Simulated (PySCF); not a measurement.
B3LYP has the VWN-RPA correlation part, as in Gaussian. 

[Sc(F)3] (charge 0, multiplicity 1)

All values below come from B3LYP-D3(BJ)/def2-TZVP // BP86-D3(BJ)/def2-SVP in PySCF.

```
Quantity                                                                  Result
----------------------------------------  --------------------------------------
HOMO                                                                   -10.92 eV
dipole moment                                                             0.07 D
LUMO                                                                    -3.04 eV
HOMO–LUMO gap                                                            7.89 eV
charge on the central atom (Mulliken)                                     1.50 e
charge on the central atom (meta-Löwdin)                                  1.57 e
total energy                                                        -28861.90 eV
cost                                      about 30 core-seconds (a rough figure)
```

Bond lengths (Å): Sc1–F2 1.833, Sc1–F3 1.832, Sc1–F4 1.832. Angles (°): F2–Sc1–F3 120.0, F2–Sc1–F4 120.0, F3–Sc1–F4 120.1.
